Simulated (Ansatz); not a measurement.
Born–Oppenheimer molecular dynamics of F3H3OSiTi (9 atoms, charge 0, multiplicity 1). It starts from a relaxed structure.

Method: Ansatz, RKS PBE0-D4/def2-SVP.

```yaml
ensemble: NVT, Nosé–Hoover chain
time_step: 0.5 fs
steps_asked: 300
set_temperature: 500 K
thermostat: time constant 50 fs, chain length 3
seed: 12403
```

First frame:

```xyz
9
Properties=species:S:1:pos:R:3
Ti 0.056 0.108 0.077
F 0.467 0.703 1.655
F 1.510 -0.264 -0.794
F -0.835 1.325 -0.782
O -0.921 -1.334 0.231
Si -1.858 -2.718 0.389
H -1.812 -3.164 1.810
H -3.257 -2.394 -0.006
H -1.300 -3.774 -0.502
```

Question: How far do the bonds stretch over the last three quarters of this one trajectory? (Pairs bonded in most of those frames.)

Answer: 
| bond | mean (Å) | spread (Å) | shortest | longest |
| --- | --- | --- | --- | --- |
| Ti1–F2 | 1.744 | 0.037 | 1.67 | 1.80 |
| Ti1–F3 | 1.749 | 0.040 | 1.67 | 1.80 |
| Ti1–F4 | 1.745 | 0.047 | 1.66 | 1.84 |
| Ti1–O5 | 1.756 | 0.033 | 1.71 | 1.81 |
| O5–Si6 | 1.688 | 0.030 | 1.64 | 1.74 |
| Si6–H7 | 1.495 | 0.020 | 1.46 | 1.53 |
| Si6–H8 | 1.494 | 0.050 | 1.42 | 1.58 |
| Si6–H9 | 1.492 | 0.015 | 1.47 | 1.52 |

Mean temperature of the second half: 455 K. The conserved energy stayed within 0.13 meV per atom of its start (net change 0.099 meV per atom), so the integration is sound. A run of 0.15 ps of so small a system gives no equilibrium averages.

The run took 27 min on 2 threads of Arm Neoverse V1, with other jobs on the host, peak memory 0.32 GiB.
